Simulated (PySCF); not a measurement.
Compound: CH₃NSn.
Atom-mapped SMILES: `[N:1]#[C:2][SnH3:3]` (hydrogens: H4, H5, H6 on Sn3)

A GFN2-xTB structure was refined with PBE0-D3(BJ)/def2-SVP geometry optimisation, gas phase, def2 core potentials past Kr (PySCF). Its GFN2-xTB values:

```json
{"coordinate": "N1≡C2", "GFN2-xTB": "1.169 Å"}
{"coordinate": "C2–Sn3", "GFN2-xTB": "2.100 Å"}
{"coordinate": "Sn3–H4", "GFN2-xTB": "1.633 Å"}
{"coordinate": "N1–C2–Sn3", "GFN2-xTB": "179.0°"}
{"coordinate": "C2–Sn3–H4", "GFN2-xTB": "105.3°"}
{"coordinate": "H4–Sn3–H5", "GFN2-xTB": "112.7°"}
```

Problem. How do these coordinates change at the PBE0-D3(BJ)/def2-SVP level?

Solution. 
| coordinate | PBE0-D3(BJ)/def2-SVP (Å or °) | change |
| --- | --- | --- |
| Sn3–H4 | 1.703 | +0.070 |
| C2–Sn3 | 2.123 | +0.023 |
| N1≡C2 | 1.160 | -0.009 |
| N1–C2–Sn3 | 179.9 | +0.9 |
| C2–Sn3–H4 | 106.0 | +0.7 |
| H4–Sn3–H5 | 112.7 | 0.0 |

The energy falls by 8.8 kJ/mol over 7 energy and gradient evaluations, the largest force component goes from 0.0283 to 2.1e-04 Eh/bohr, and the atoms move by 0.044 Å rms after alignment. The bond that changes most is Sn3–H4 (ends: tin bonded to C and 3 H; hydrogen on tin), which lengthens by 0.070 Å. Bonds longer at the end by more than 0.005 Å: 4 of 5; shorter: 1. Rotational constants go from 66939, 2897, 2896 to 62453, 2858, 2858 MHz.

The run used 69 basis functions and 48 SCF cycles in all. Hardware: one thread, Arm Neoverse V1 (aarch64), on a shared host. Cost: 13 s of wall time, 0.30 GiB resident at most.

PBE0-D3(BJ)/def2-SVP frequencies: not computed here.
